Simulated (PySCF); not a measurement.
**Two-component Hartree-Fock for W (tungsten, neutral)**

Start: [Xe] 4f14 5d4 6s2; 5d3/2 filled at m_j = -3/2, -1/2, +1/2, +3/2. Calculated with PySCF 2.14 in x2c-TZVPPall-2c (11s11p10d3f1g, 124 functions): generalised Hartree-Fock with the X2C-1e Hamiltonian and a Gaussian nucleus; one run each with spin-orbit coupling (SO) switched off, then screened by Boettger's factors.

```json
{"spinor shell": "1s1/2", "electrons": "2", "ε, spin-free (eV)": "-69901.3", "ε, screened SO (eV)": "-69879.9", "weight of nominal j (screened SO)": "1.000", "rms radius, screened SO (bohr)": "0.0208"}
{"spinor shell": "2s1/2", "electrons": "2", "ε, spin-free (eV)": "-12207.3", "ε, screened SO (eV)": "-12200.6", "weight of nominal j (screened SO)": "1.000", "rms radius, screened SO (bohr)": "0.0838"}
{"spinor shell": "2p1/2", "electrons": "2", "ε, spin-free (eV)": "-10679.5", "ε, screened SO (eV)": "-11646.1", "weight of nominal j (screened SO)": "1.000", "rms radius, screened SO (bohr)": "0.0713"}
{"spinor shell": "2p3/2", "electrons": "4", "ε, spin-free (eV)": "-10679.5", "ε, screened SO (eV)": "-10287.6", "weight of nominal j (screened SO)": "1.000", "rms radius, screened SO (bohr)": "0.0787"}
{"spinor shell": "3s1/2", "electrons": "2", "ε, spin-free (eV)": "-2874.3", "ε, screened SO (eV)": "-2872.0", "weight of nominal j (screened SO)": "1.000", "rms radius, screened SO (bohr)": "0.214"}
{"spinor shell": "3p1/2", "electrons": "2", "ε, spin-free (eV)": "-2414.0", "ε, screened SO (eV)": "-2625.5", "weight of nominal j (screened SO)": "1.000", "rms radius, screened SO (bohr)": "0.206"}
{"spinor shell": "3p3/2", "electrons": "4", "ε, spin-free (eV)": "-2414.0", "ε, screened SO (eV)": "-2326.7", "weight of nominal j (screened SO)": "1.000", "rms radius, screened SO (bohr)": "0.221"}
{"spinor shell": "3d3/2", "electrons": "4", "ε, spin-free (eV)": "-1878.7", "ε, screened SO (eV)": "-1916.3", "weight of nominal j (screened SO)": "1.000", "rms radius, screened SO (bohr)": "0.195"}
{"spinor shell": "3d5/2", "electrons": "6", "ε, spin-free (eV)": "-1878.7", "ε, screened SO (eV)": "-1851.7", "weight of nominal j (screened SO)": "1.000", "rms radius, screened SO (bohr)": "0.199"}
{"spinor shell": "4s1/2", "electrons": "2", "ε, spin-free (eV)": "-625.68", "ε, screened SO (eV)": "-624.91", "weight of nominal j (screened SO)": "1.000", "rms radius, screened SO (bohr)": "0.478"}
{"spinor shell": "4p1/2", "electrons": "2", "ε, spin-free (eV)": "-471.93", "ε, screened SO (eV)": "-521.39", "weight of nominal j (screened SO)": "1.000", "rms radius, screened SO (bohr)": "0.486"}
{"spinor shell": "4p3/2", "electrons": "4", "ε, spin-free (eV)": "-471.93", "ε, screened SO (eV)": "-451.26", "weight of nominal j (screened SO)": "1.000", "rms radius, screened SO (bohr)": "0.519"}
{"spinor shell": "4d3/2", "electrons": "4", "ε, spin-free (eV)": "-273.15", "ε, screened SO (eV)": "-280.86", "weight of nominal j (screened SO)": "0.999", "rms radius, screened SO (bohr)": "0.544"}
{"spinor shell": "4d5/2", "electrons": "6", "ε, spin-free (eV)": "-273.15", "ε, screened SO (eV)": "-267.33", "weight of nominal j (screened SO)": "1.000", "rms radius, screened SO (bohr)": "0.556"}
{"spinor shell": "5s1/2", "electrons": "2", "ε, spin-free (eV)": "-93.840", "ε, screened SO (eV)": "-93.621", "weight of nominal j (screened SO)": "1.000", "rms radius, screened SO (bohr)": "1.15"}
{"spinor shell": "5p1/2", "electrons": "2", "ε, spin-free (eV)": "-52.784", "ε, screened SO (eV)": "-61.589", "weight of nominal j (screened SO)": "0.936", "rms radius, screened SO (bohr)": "1.29"}
{"spinor shell": "4f5/2", "electrons": "6", "ε, spin-free (eV)": "-50.330", "ε, screened SO (eV)": "-51.352", "weight of nominal j (screened SO)": "0.960", "rms radius, screened SO (bohr)": "0.703"}
{"spinor shell": "4f7/2", "electrons": "8", "ε, spin-free (eV)": "-50.330", "ε, screened SO (eV)": "-48.930", "weight of nominal j (screened SO)": "0.987", "rms radius, screened SO (bohr)": "0.678"}
{"spinor shell": "5d3/2", "electrons": "4", "ε, spin-free (eV)": "-10.385", "ε, screened SO (eV)": "-10.406", "weight of nominal j (screened SO)": "0.614", "rms radius, screened SO (bohr)": "2.14"}
{"spinor shell": "6s1/2", "electrons": "2", "ε, spin-free (eV)": "-7.222", "ε, screened SO (eV)": "-7.193", "weight of nominal j (screened SO)": "0.988", "rms radius, screened SO (bohr)": "3.70"}
```

Q: Where does 5p3/2 lie, and what is the 5p spin-orbit splitting (screened SO)?

A: At -48.781 eV, 12.807 eV above 5p1/2.

```csv
quantity,spin-free,screened SO
E (hartree),-16130.55956,-16149.56994
M_J,0,0
⟨J²⟩,4.126,3.299
⟨L²⟩,6.087,5.974
⟨S²⟩,6.038,5.924
```

The determinant has a definite M_J but mixes levels of different J.

Each row is a mean over spinors that exchange with the open shell spreads, by up to 4.078 eV (5p3/2).

Rows whose weight is well below 1 are mixtures of j = l ± 1/2: exchange outweighs spin-orbit coupling there, and the label is only the starting occupation.

Breit and QED terms are absent; they matter most for the inner s and p1/2 levels.

Densities and radii are taken from the X2C orbitals without a picture-change correction, which distorts them close to the nucleus.

Without spin-orbit coupling the j labels of p, d and f shells carry no meaning; the spin-free column gives the mean over the occupied spinors of each nl shell, and its ⟨J²⟩ belongs to a mixture of degenerate components.
